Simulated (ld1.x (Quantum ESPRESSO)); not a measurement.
## Which change was made? (Cu, TM)

| Item | Value |
| --- | --- |
| Element | Cu (Z = 29) |
| Generator | ld1.x (Quantum ESPRESSO) 7.5 |
| Type | norm-conserving Troullier–Martins (Kleinman–Bylander form) |
| Functional | Wu–Cohen |
| Relativity | scalar-relativistic |
| Frozen core | [Ar] |
| Valence charge | 11 |
| Reference configuration | 3d9 4s0 4p0 (charge +2) |
| Partial waves | 4s (bound, empty): rc 1.50 bohr; 4p (bound, empty): rc 2.00 bohr; 3d (bound): rc 1.00 bohr |
| Local potential | the d channel |
| Core correction | a·sin(br)/r model core, default radius (core density twice the valence density) |

Cutoffs, loose and tight: the cutoffs (Ry, on a coarse ladder) from which the occupation-weighted sum of valence levels, in a spherical-Bessel basis at the reference potential, stays within 10 and 1 mRy of its value at 400 Ry. They do not see the model core or the augmentation charge, which bear on the density cutoff. Test errors are all-electron minus pseudo excitation energies from the reference, over the configurations 3d10 4s1 4p0; 3d10 4s0 4p0; 3d8 4s0 4p0; 3d10 4s0 4p1; 3d9 4s1 4p1; 3d9 4s1 4p0; 3d9 4s2 4p0; variants that change the core or the reference have their own tests. The largest error is taken over the tests solved by every variant that gives reliable tests at all, those not shown here included: 3d8 4s0 4p0; 3d9 4s1 4p0; 3d9 4s1 4p1.

The base gives: outcome: generated; cutoff, loose: 230 Ry; cutoff, tight: over 300 Ry; bound ghosts: s, p; largest test error (meV): -229.

(1) After one change the result is: outcome: generated; cutoff, loose: 140 Ry; cutoff, tight: 260 Ry; bound ghosts: s, p; largest test error (meV): -265. Which change was it?
A. local potential the p channel
B. all radii but the core radius scaled by about 1.35 (s 2.02, p 2.70, d 1.36 bohr)
C. wave 3d (bound): rc 1.00 bohr becomes 3d (bound): rc 1.54 bohr
D. reference 3d8 4s0 4p0
E. reference 3d10 4s1 4p0

Answers

(1) B. The others give: reference 3d10 4s1 4p0 → outcome: generated; cutoff, loose: 230 Ry; cutoff, tight: over 300 Ry; bound ghosts: s, p; largest test error (meV): -1707 | reference 3d8 4s0 4p0 → outcome: generated; cutoff, loose: 230 Ry; cutoff, tight: over 300 Ry; bound ghosts: s, p; largest test error (meV): -542 | local potential the p channel → outcome: generated; cutoff, loose: 230 Ry; cutoff, tight: over 300 Ry; bound ghosts: s; largest test error (meV): -659 | wave 3d (bound): rc 1.00 bohr becomes 3d (bound): rc 1.54 bohr → outcome: generated; cutoff, loose: 120 Ry; cutoff, tight: 200 Ry; bound ghosts: s, p; largest test error (meV): -275.
